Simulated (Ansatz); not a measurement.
Basis-set series for C$_{2}$H$_{6}$F$_{2}$Ti, SMILES `[CH3][Ti]([CH3])([F])[F]`. Total charge 0; spin multiplicity 1. All single points use the PBE0-D4/def2-TZVP geometry.

```json
{"atom": "C1", "x (Å)": "1.271", "y (Å)": "-1.069", "z (Å)": "0.197"}
{"atom": "Ti2", "x (Å)": "-0.662", "y (Å)": "-0.512", "z (Å)": "-0.183"}
{"atom": "C3", "x (Å)": "-0.675", "y (Å)": "1.530", "z (Å)": "-0.032"}
{"atom": "F4", "x (Å)": "-1.059", "y (Å)": "-0.954", "z (Å)": "-1.836"}
{"atom": "F5", "x (Å)": "-1.695", "y (Å)": "-1.174", "z (Å)": "1.074"}
{"atom": "H6", "x (Å)": "1.938", "y (Å)": "-0.604", "z (Å)": "-0.535"}
{"atom": "H7", "x (Å)": "1.554", "y (Å)": "-0.751", "z (Å)": "1.205"}
{"atom": "H8", "x (Å)": "1.364", "y (Å)": "-2.158", "z (Å)": "0.126"}
{"atom": "H9", "x (Å)": "-1.681", "y (Å)": "1.911", "z (Å)": "-0.236"}
{"atom": "H10", "x (Å)": "0.023", "y (Å)": "1.956", "z (Å)": "-0.759"}
{"atom": "H11", "x (Å)": "-0.378", "y (Å)": "1.826", "z (Å)": "0.979"}
```

```tsv
functional	basis	functions	energy (Eh)	HOMO (eV)	LUMO (eV)
PBE0-D4	def2-TZVPP	272	-1128.75420	-8.37	-2.16
PBE0-D4	def2-QZVPP	501	-1128.78599	-8.37	-2.16
ωB97M-V	def2-TZVPP	272	-1129.07816	-10.74	0.18
ωB97M-V	def2-QZVPP	501	-1129.10799	-10.73	0.18
```

Task: Give the rows for def2-SVP. (Estimate.)

Result: Computed: 
```tsv
functional	basis	functions	energy (Eh)	HOMO (eV)	LUMO (eV)
PBE0-D4	def2-SVP	117	-1128.30032	-8.40	-2.21
ωB97M-V	def2-SVP	117	-1128.61282	-10.70	0.17
```

Positive LUMOs are unbound and depend on the basis. Scalar relativity is left out up to krypton.
